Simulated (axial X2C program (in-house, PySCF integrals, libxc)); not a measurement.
## Worked dissociation energy of AlBr⁻: PBE50, 2c

All values were computed with an axial X2C code built on PySCF integrals. Two-component (2c) means X2C with spin–orbit coupling and atomic mean-field two-electron Coulomb and Gaunt terms. Basis: Br dyall-acv3z [9s10p7d5f1g], Al dyall-av3z [9s9p3d2f] (cores contracted in-house); Gaussian nuclei, density fitting, unrestricted open shells. Masses: Br 78.918 u, Al 26.982 u.

Molecular state: Ω = 1/2 (⟨Sz⟩ = -0.50, ⟨Lz⟩ = 1.00 at PBE50).

| Item | Value |
| --- | --- |
| E(Br-) (2M_J = 0) | -2605.290195 hartree |
| E(Al) (2M_J = 1) | -242.689575 hartree |
| E(AlBr⁻) at Re | -2848.034108 hartree |
| ωe | 262.6 cm⁻¹ |
| ωexe | 1.58 cm⁻¹ |

(1) Work out De and D0.

The state is one determinant whose occupation by symmetry is held fixed; it was picked as the lowest of a PBE0 search that is not exhaustive. De is counted from the lowest determinant-based energies of the atoms at the same level, without counterpoise correction. Density functionals use the spin component along the axis (collinear). The highest occupied level is positive at some bond lengths even in Hartree–Fock (under at least one Hamiltonian), so the basis set holds the extra electron there; where that holds at Re the anion is at best weakly bound and its constants depend on the basis. The 2c atoms are single determinants rather than J levels; their spin–orbit lowering is only partly caught, and De is too large by that part. This holds for PBE50. The functionals have no current-density term, which raises determinants with orbital currents, atoms included.

Each atomic determinant is the lowest at this level and need not be a pure J level. Totals compare only within one Hamiltonian and basis.

Results:

(1) De = -2605.290195 + (-242.689575) − (-2848.034108) = 0.05434 hartree = 1.479 eV. The zero-point energy is ωe/2 − ωexe/4 = 131 cm⁻¹ = 0.016 eV, so D0 = 1.462 eV.
